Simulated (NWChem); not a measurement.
System: C2H3Br; SMILES C(Br)=C

All runs: NWChem. Structure relaxed at the PBE0/def2-SVP level.

Task: What does the run give for LDA (Slater exchange, VWN5)/def2-TZVPD? Quantities: highest occupied level (eV); orbital gap (eV); dipole (D).

Result: The highest occupied level (eV) is -6.48. The orbital gap (eV) is 4.80 and the dipole (D) is 1.34.
